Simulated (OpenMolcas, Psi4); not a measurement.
**The same job for Psi4**

This OpenMolcas 26.06 job computes BSiH3OF2 (SMILES FB(F)O[SiH3]):

mol.xyz:
```
8

F      1.644600    -1.936200     1.091800
B      0.585700    -1.261700     0.687700
F     -0.607700    -1.793900     0.922400
O      0.726600    -0.084400     0.064800
Si    -0.345100     1.014900    -0.568200
H     -1.234600     1.517600     0.506100
H      0.469500     2.116500    -1.124900
H     -1.146900     0.370000    -1.635500
```

test.input:
```
&GATEWAY
BasLib = $CurrDir
Coord = mol.xyz
Basis = cc-pVDZ
Group = NoSym
&SEWARD
&SCF
Thresholds = 1e-10 1e-07 1e-07 1e-05
PrOrbitals = 1 1
&MBPT2
Frozen = 9
```

```bash
$ export MOLCAS_MEM=1860
$ pymolcas test.input > test.log
```

(Basis files named in the input come from the Basis Set Exchange and aren't shown.)

Geometry: relaxed at PBE0-D4/def2-TZVP.

It gives a total energy of -590.063050 Eh.

Write the same calculation for Psi4 1.11 as a QCSchema file.

One way, which was run:

input.json:
```json
{
  "schema_name": "qcschema_input",
  "schema_version": 1,
  "molecule": {
    "schema_name": "qcschema_molecule",
    "schema_version": 2,
    "symbols": ["F", "B", "F", "O", "Si", "H", "H", "H"],
    "geometry": [3.10784358, -3.65888772, 2.06320298, 1.10681259, -2.38426745, 1.29956466, -1.14838657, -3.38997969, 1.74308338, 1.373075, -0.15949288, 0.12245425, -0.65214449, 1.91788304, -1.07374238, -2.33305587, 2.86784837, 0.95639039, 0.88722642, 3.99960534, -2.12575292, -2.16732689, 0.69919867, -3.09064708],
    "molecular_charge": 0,
    "molecular_multiplicity": 1,
    "fix_symmetry": "c1",
    "fix_com": true,
    "fix_orientation": true
  },
  "driver": "energy",
  "model": {
    "method": "mp2",
    "basis": "cc-pVDZ"
  },
  "keywords": {
    "reference": "rhf",
    "puream": true,
    "e_convergence": 1e-09,
    "d_convergence": 1e-08,
    "scf_type": "pk",
    "num_frozen_docc": 9,
    "mp2_type": "conv"
  }
}
```

```bash
$ psi4 --qcschema input.json -n 1 --memory 1600MB
```

Its energy is -590.063050 Eh, the same as the first but for the last digit, at most.
